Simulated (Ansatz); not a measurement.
`[OH][Ti]([OH])([F])[F]`, relaxed with RKS PBE-D4/def2-SVP in Ansatz from a rough embedded geometry. The force threshold is 0.03 eV/Å; the program also tests the step.

The species carries charge 0 and has multiplicity 1.

Start:

```xyz
7

O    -1.841   -0.211    0.065
Ti    0.050    0.140    0.025
O     0.948   -1.497   -0.480
F     0.487    1.456   -1.249
F     0.686    0.723    1.751
H    -2.275    0.696    0.376
H     1.946   -1.306   -0.488
```

```
step  energy (eV)  largest force (eV/Å)  largest move (Å)
   1  -32656.2478                 3.516             0.000
   2  -32657.2450                 1.443             0.129
   3  -32657.4198                 0.225             0.146
   4  -32657.4312                 0.055             0.076
   5  -32657.4316                 0.037             0.012
   6  -32657.4317                 0.025             0.005
```

End:

```xyz
7

O    -1.655   -0.108    0.095
Ti    0.105    0.202    0.045
O     0.910   -1.326   -0.414
F     0.483    1.481   -1.107
F     0.686    0.773    1.607
H    -2.387    0.497    0.310
H     1.857   -1.518   -0.535
```

Hardware: 4 threads of a server CPU on a shared host. Wall time 8 s, peak host memory 0.17 GiB.
